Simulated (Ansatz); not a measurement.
A geometry relaxed with Ansatz (an electronic-structure program) with B3LYP-D3(BJ)/def2-SVP, charge 0, multiplicity 1:

```xyz
14

C     -1.8751     0.1614    -0.2034
H      1.0967    -1.9542    -1.3104
H     -2.8356     0.4668     0.2412
O      2.0686     0.1169     1.2325
H     -1.7187     0.7630    -1.1135
H     -0.8732    -0.2728     1.6896
H      1.3543     1.5689    -1.3365
C     -0.7070     0.3275     0.7781
H      2.9279    -0.3034     1.1067
O      0.9531    -1.7864    -0.3716
H     -0.6297     1.3738     1.1245
Si     0.9326    -0.1815     0.0588
H     -1.9720    -0.8889    -0.5223
O      1.2780     0.6088    -1.3736
```

Problem. Write the SMILES of this molecule.

Solution. `CC[Si](O)(O)O`
